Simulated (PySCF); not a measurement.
PySCF job for C₃H₃ClF₂, SMILES C/C(F)=C(\F)Cl, TDA-B3LYP/def2-SVPD. The structure is a stationary point at B3LYP-D3(BJ)/def2-SVP.

```python
import numpy as np
from pyscf import gto, scf, dft, tdscf

mol = gto.M(
    atom='''
    C    -0.37738973   -2.25861710    0.00000000
    C     0.24721809   -0.90929563   -0.00000000
    F     1.58844493   -0.90214376    0.00000000
    C    -0.40395444    0.26078578    0.00000000
    F    -1.73673618    0.30783969   -0.00000000
    Cl    0.36038771    1.80161741   -0.00000000
    H    -0.05772830   -2.82706875   -0.88936199
    H    -0.05772830   -2.82706874    0.88936198
    H    -1.47175673   -2.18186017    0.00000000
    ''',
    basis='def2-SVPD',
    charge=0,
    spin=0,
    symmetry=True,
    max_memory=1600,
    verbose=4,
)
mf = dft.RKS(mol, xc='b3lyp').density_fit(auxbasis='def2-universal-jkfit')
mf.grids.level = 3
mf.conv_tol = 1e-9
mf.max_cycle = 100
mf.kernel()
mf.grids = dft.Grids(mol).set(level=1).build(with_non0tab=True)  # coarser grid for the response kernel
td = tdscf.TDA(mf)
td.singlet = True
td.nstates = 10
td.conv_tol = 1e-4
td.positive_eig_threshold = 1e-6
td.kernel(x0=td.get_init_guess(mf, 15))
td.analyze()
tt = tdscf.TDA(mf)
tt.singlet = False
tt.nstates = 4
tt.conv_tol = 1e-4
tt.positive_eig_threshold = 1e-6
tt.kernel(x0=tt.get_init_guess(mf, 9))
tt.analyze(verbose=3)
```

It prints:

```
PySCF version 2.14.0

[INPUT] verbose = 4
[INPUT] num. atoms = 9
[INPUT] num. electrons = 56
[INPUT] charge = 0
[INPUT] spin (= nelec alpha-beta = 2S) = 0
[INPUT] symmetry True subgroup None
[INPUT] Mole.unit = angstrom
[INPUT] Symbol           X                Y                Z      unit          X                Y                Z       unit  Magmom
[INPUT]  1 C     -0.377389730000  -2.258617100000   0.000000000000 AA   -0.713163231924  -4.268167739259   0.000000000000 Bohr   0.0
[INPUT]  2 C      0.247218090000  -0.909295630000   0.000000000000 AA    0.467174483138  -1.718319706964   0.000000000000 Bohr   0.0
[INPUT]  3 F      1.588444930000  -0.902143760000   0.000000000000 AA    3.001725881654  -1.704804631385   0.000000000000 Bohr   0.0
[INPUT]  4 C     -0.403954440000   0.260785780000   0.000000000000 AA   -0.763363258402   0.492813701381   0.000000000000 Bohr   0.0
[INPUT]  5 F     -1.736736180000   0.307839690000   0.000000000000 AA   -3.281955730823   0.581732704371   0.000000000000 Bohr   0.0
[INPUT]  6 Cl     0.360387710000   1.801617410000   0.000000000000 AA    0.681034070559   3.404563486148   0.000000000000 Bohr   0.0
[INPUT]  7 H     -0.057728300000  -2.827068750000  -0.889361990000 AA   -0.109090676637  -5.342385672816  -1.680650586698 Bohr   0.0
[INPUT]  8 H     -0.057728300000  -2.827068740000   0.889361980000 AA   -0.109090676637  -5.342385653919   1.680650567801 Bohr   0.0
[INPUT]  9 H     -1.471756730000  -2.181860170000   0.000000000000 AA   -2.781217141685  -4.123118163397   0.000000000000 Bohr   0.0

nuclear repulsion = 291.470468167755
point group symmetry = Cs
symmetry origin: [ 3.37451020e-10 -6.74902293e-10 -3.37451095e-10]
symmetry axis x: [ 1.00000000e+00 -2.49703378e-09  1.05240364e-11]
symmetry axis y: [-2.49703378e-09 -1.00000000e+00 -3.13630832e-10]
symmetry axis z: [-1.05240372e-11 -3.13630833e-10  1.00000000e+00]
num. orbitals of irrep A' = 107
num. orbitals of irrep A" = 50
number of shells = 65
number of NR pGTOs = 231
number of NR cGTOs = 157
basis = def2-SVPD
ecp = {}


[settings echo left out]
init E= -776.332297376496
HOMO (A") = -0.244251799249702  LUMO (A') = -0.0242555558154702  gap/eV = 5.98640
cycle= 1 E= -775.566992902214  delta_E= 0.765  |g|= 0.593  |ddm|= 4.67
HOMO (A") = -0.272108834843329  LUMO (A") = -0.0441540865490944  gap/eV = 6.20296
cycle= 2 E= -775.460635282664  delta_E= 0.106  |g|= 0.975  |ddm|= 2.33
HOMO (A") = -0.253518836831683  LUMO (A") = -0.00447341775328969  gap/eV = 6.77687
cycle= 3 E= -775.63033337503  delta_E= -0.17  |g|= 0.0933  |ddm|= 1.51
HOMO (A") = -0.258475101464362  LUMO (A") = -0.00835354002832478  gap/eV = 6.80615
cycle= 4 E= -775.63176875039  delta_E= -0.00144  |g|= 0.0487  |ddm|= 0.195
HOMO (A") = -0.259240078792432  LUMO (A") = -0.00888047547709414  gap/eV = 6.81263
cycle= 5 E= -775.632272965865  delta_E= -0.000504  |g|= 0.0141  |ddm|= 0.0821
HOMO (A") = -0.258754316615249  LUMO (A") = -0.00823589399276159  gap/eV = 6.81695
cycle= 6 E= -775.632313289454  delta_E= -4.03e-05  |g|= 0.00412  |ddm|= 0.0216
HOMO (A") = -0.258632308200454  LUMO (A") = -0.00814169137351906  gap/eV = 6.81620
cycle= 7 E= -775.632317312119  delta_E= -4.02e-06  |g|= 0.000685  |ddm|= 0.00758
HOMO (A") = -0.258696737401956  LUMO (A") = -0.00819618523172805  gap/eV = 6.81647
cycle= 8 E= -775.632317398337  delta_E= -8.62e-08  |g|= 0.000256  |ddm|= 0.00183
HOMO (A") = -0.258698677716009  LUMO (A") = -0.00819711130927869  gap/eV = 6.81649
cycle= 9 E= -775.632317409855  delta_E= -1.15e-08  |g|= 6.4e-05  |ddm|= 0.000334
HOMO (A") = -0.258691112072404  LUMO (A") = -0.00818998768983592  gap/eV = 6.81648
cycle= 10 E= -775.63231741064  delta_E= -7.85e-10  |g|= 1.29e-05  |ddm|= 0.00014
HOMO (A") = -0.25869437289832  LUMO (A") = -0.00819360719131668  gap/eV = 6.81647
Extra cycle  E= -775.63231741061  delta_E= 3e-11  |g|= 1.67e-05  |ddm|= 6.62e-05
converged SCF energy = -775.63231741061
tot grids = 39872
Overwritten attributes  positive_eig_threshold  of <class 'pyscf.tdscf.rks.TDA'>


******** <class 'pyscf.tdscf.rks.TDA'> for <class 'pyscf.df.df_jk.DFSymAdaptedRKS'> ********
nstates = 10 singlet
deg_eia_thresh = 1.000e-03
wfnsym = None
conv_tol = 0.0001
eigh lindep = 1e-12
eigh level_shift = 0
eigh max_cycle = 100


Excitation energies (eV)
[5.89246182 6.3727146  7.13625683 7.31571315 7.47567362 7.97273364
 8.12552433 8.12566016 8.26483377 8.31400655]

** Singlet excitation energies and oscillator strengths **
Excited State   1:   A"      5.89246 eV    210.41 nm  f=0.0005
      28 -> 30       -0.67332
      28 -> 31        0.17154
Excited State   2:   A"      6.37271 eV    194.55 nm  f=0.0010
      28 -> 30        0.18628
      28 -> 31        0.67254
Excited State   3:   A"      7.13626 eV    173.74 nm  f=0.0000
      28 -> 32        0.67068
      28 -> 33       -0.12271
      28 -> 36       -0.11764
Excited State   4:   A'      7.31571 eV    169.48 nm  f=0.6273
      26 -> 29       -0.14525
      28 -> 29        0.64918
      28 -> 38        0.11198
Excited State   5:   A"      7.47567 eV    165.85 nm  f=0.0002
      28 -> 32        0.11666
      28 -> 33        0.68775
Excited State   6:   A"      7.97273 eV    155.51 nm  f=0.0003
      27 -> 29        0.70511
Excited State   7:   A"      8.12552 eV    152.59 nm  f=0.0047
      28 -> 32       -0.12871
      28 -> 35       -0.57208
      28 -> 36       -0.38068
Excited State   8:   A'      8.12566 eV    152.58 nm  f=0.0021
      27 -> 30       -0.11005
      28 -> 34       -0.69261
Excited State   9:   A'      8.26483 eV    150.01 nm  f=0.0404
      27 -> 30       -0.66592
      27 -> 31        0.15300
      28 -> 34        0.10697
Excited State  10:   A"      8.31401 eV    149.13 nm  f=0.0261
      28 -> 35        0.40141
      28 -> 36       -0.56947

** Transition electric dipole moments (AU) **
state          X           Y           Z        Dip. S.      Osc.
  1        -0.0000     -0.0000     -0.0579      0.0033      0.0005
  2         0.0000      0.0000     -0.0781      0.0061      0.0010
  3         0.0000     -0.0000      0.0044      0.0000      0.0000
  4        -0.2585      1.8528      0.0000      3.4997      0.6273
  5         0.0000     -0.0000     -0.0303      0.0009      0.0002
  6        -0.0000      0.0000     -0.0394      0.0016      0.0003
  7         0.0000      0.0000     -0.1531      0.0234      0.0047
  8         0.0889     -0.0501      0.0000      0.0104      0.0021
  9        -0.2061      0.3964     -0.0000      0.1996      0.0404
 10         0.0000     -0.0000      0.3578      0.1281      0.0261

** Transition velocity dipole moments (imaginary part, AU) **
state          X           Y           Z        Dip. S.      Osc.
  1        -0.0000     -0.0000      0.0809      0.0066      0.0202
  2        -0.0000     -0.0000     -0.0463      0.0021      0.0061
  3         0.0000      0.0000     -0.0215      0.0005      0.0012
  4         0.0431      0.2433      0.0000      0.0611      0.1514
  5         0.0000      0.0000      0.0079      0.0001      0.0002
  6        -0.0000      0.0000      0.0010      0.0000      0.0000
  7         0.0000     -0.0000     -0.0402      0.0016      0.0036
  8         0.0088      0.0256     -0.0000      0.0007      0.0016
  9        -0.1035      0.1003      0.0000      0.0208      0.0456
 10         0.0000      0.0000      0.0578      0.0033      0.0073

** Transition magnetic dipole moments (imaginary part, AU) **
state          X           Y           Z
  1        -0.1332      0.2245      0.0000
  2        -0.0843      0.1812     -0.0000
  3         0.4362      0.7636     -0.0000
  4         0.0000     -0.0000      0.1280
  5         0.6566     -0.3021     -0.0000
  6        -0.1710     -0.3102      0.0000
  7        -0.0729      0.1291     -0.0000
  8        -0.0000     -0.0000     -0.0235
  9        -0.0000     -0.0000     -0.0217
 10        -0.0248      0.2217      0.0000


******** <class 'pyscf.tdscf.rks.TDA'> for <class 'pyscf.df.df_jk.DFSymAdaptedRKS'> ********
nstates = 4 triplet
deg_eia_thresh = 1.000e-03
wfnsym = None
conv_tol = 0.0001
eigh lindep = 1e-12
eigh level_shift = 0
eigh max_cycle = 100


Excitation energies (eV)
[4.15694965 5.38948857 6.2322297  6.71322123]

** Triplet excitation energies and oscillator strengths **
Excited State   1:   A'      4.15695 eV    298.26 nm  f=0.0000
Excited State   2:   A"      5.38949 eV    230.05 nm  f=0.0000
Excited State   3:   A"      6.23223 eV    198.94 nm  f=0.0000
Excited State   4:   A"      6.71322 eV    184.69 nm  f=0.0000
```

Self-consistency was reached.

Cost: roughly 100 core-seconds.
